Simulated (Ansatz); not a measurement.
```yaml
crystal:
  periodic: [false, false, false]
  atoms:
    - {symbol: C, position_ang: [-1.908153, -0.079172, -3.370679]}
    - {symbol: C, position_ang: [-1.148438, 0.349251, -2.372655]}
    - {symbol: C, position_ang: [0.264282, -0.074966, -2.140171]}
    - {symbol: C, position_ang: [0.450103, -0.817440, -0.823213]}
    - {symbol: C, position_ang: [0.245930, 0.054206, 0.385950]}
    - {symbol: O, position_ang: [0.221070, 1.256880, 0.377184]}
    - {symbol: O, position_ang: [0.114657, -0.686819, 1.492556]}
    - {symbol: C, position_ang: [-0.028162, 0.027281, 2.727563]}
    - {symbol: C, position_ang: [1.313001, 0.423968, 3.293981]}
    - {symbol: H, position_ang: [-2.930857, 0.258825, -3.491459]}
    - {symbol: H, position_ang: [-1.531507, -0.780417, -4.109777]}
    - {symbol: H, position_ang: [-1.555106, 1.056681, -1.653799]}
    - {symbol: H, position_ang: [0.911253, 0.808121, -2.132629]}
    - {symbol: H, position_ang: [0.594132, -0.718596, -2.960033]}
    - {symbol: H, position_ang: [1.468356, -1.215735, -0.749398]}
    - {symbol: H, position_ang: [-0.218324, -1.678745, -0.750517]}
    - {symbol: H, position_ang: [-0.548650, -0.668239, 3.386788]}
    - {symbol: H, position_ang: [-0.658128, 0.902034, 2.558359]}
    - {symbol: H, position_ang: [1.951014, -0.451383, 3.431393]}
    - {symbol: H, position_ang: [1.817237, 1.131180, 2.634250]}
    - {symbol: H, position_ang: [1.176280, 0.903083, 4.266315]}
basis:
  gaussian: {orbitals: def2-TZVP}
total_charge: -1
magnetization: {spin_polarized: true, initial_magnetization: 1}
hamiltonian: {xc: {name: BHLYP}}
accuracy: high
output: {forces: true}
```

```sh
$ ansatz run in.yaml --threads 4 --pin off --events-out ev --progress --plain --max-ram 66560MiB --backend cuda --devices 0, --max-vram 37GiB
```

Shortened log:

```
Functional definition: BHLYP
6683 factors; integrals over basis functions are off by at most 1.9e-7 eV
mean field evaluation 1: about -11532.2336 eV, gradient 5.0e1 eV
mean field evaluation 2: about -11516.4811 eV, gradient 6.8e1 eV
mean field evaluation 4: about -11543.9213 eV, gradient 4.1e0 eV
mean field evaluation 8: about -11544.1302 eV, gradient 9.5e-1 eV
mean field evaluation 16: about -11544.3762 eV, gradient 9.3e-2 eV
mean field evaluation 32: about -11544.3778 eV, gradient 2.9e-4 eV
mean field -11544.37780443 eV, -424.2480592524 hartree, gradient 4.5e-8 eV, S^2 0.753483; 6 other end points of the search recorded, 0 dependent functions left out
reference -11544.37784614 eV, -424.2480607853 hartree; 36, 35 occupied and 315, 316 virtual orbitals, 6683 factors
Total energy: -11544.37784614 eV, -424.2480607853 hartree
Atom 0 at    -1.908153    -0.079172    -3.370679 Å, force    -0.893899    -0.556758    -1.396309 eV/Å
Atom 1 at    -1.148438     0.349251    -2.372655 Å, force     0.627970     0.552291     1.677144 eV/Å
Atom 2 at     0.264282    -0.074966    -2.140171 Å, force    -0.247040     0.001550     0.182605 eV/Å
Atom 3 at     0.450103    -0.817440    -0.823213 Å, force    -0.580839     0.378594     0.491681 eV/Å
Atom 4 at     0.245930     0.054206     0.385950 Å, force    -1.718841    -1.248292    -2.218127 eV/Å
Atom 5 at     0.221070     1.256880     0.377184 Å, force     0.714620     1.646909     0.437543 eV/Å
Atom 6 at     0.114657    -0.686819     1.492556 Å, force     0.240409    -0.038542     1.737600 eV/Å
Atom 7 at    -0.028162     0.027281     2.727563 Å, force    -0.118075    -0.427611    -0.755614 eV/Å
Atom 8 at     1.313001     0.423968     3.293981 Å, force     0.156379     0.093983     0.116637 eV/Å
Atom 9 at    -2.930857     0.258825    -3.491459 Å, force     0.237634    -0.096172    -0.044504 eV/Å
Atom 10 at    -1.531507    -0.780417    -4.109777 Å, force    -0.166837     0.127553     0.185036 eV/Å
Atom 11 at    -1.555106     1.056681    -1.653799 Å, force     0.256969    -0.122668    -0.274500 eV/Å
Atom 12 at     0.911253     0.808121    -2.132629 Å, force     0.107957    -0.156662     0.021793 eV/Å
Atom 13 at     0.594132    -0.718596    -2.960033 Å, force     0.009915     0.109358     0.100557 eV/Å
Atom 14 at     1.468356    -1.215735    -0.749398 Å, force     1.017842    -0.419342    -0.139968 eV/Å
Atom 15 at    -0.218324    -1.678745    -0.750517 Å, force     0.291729     0.241454    -0.127267 eV/Å
Atom 16 at    -0.548650    -0.668239     3.386788 Å, force     0.133899     0.153649    -0.044834 eV/Å
Atom 17 at    -0.658128     0.902034     2.558359 Å, force     0.181608    -0.188733     0.074380 eV/Å
Atom 18 at     1.951014    -0.451383     3.431393 Å, force    -0.137840     0.170245    -0.077183 eV/Å
Atom 19 at     1.817237     1.131180     2.634250 Å, force    -0.136433    -0.194914     0.100930 eV/Å
Atom 20 at     1.176280     0.903083     4.266315 Å, force     0.022874    -0.025893    -0.047599 eV/Å
Dipole moment:     0.112961    -0.168893     0.970733 e Å
```

It took 26 s on 4 threads of an AMD EPYC 7R13 on a shared host and a share of an NVIDIA H100 80 GB, with 1.6 GiB of host memory at the peak.
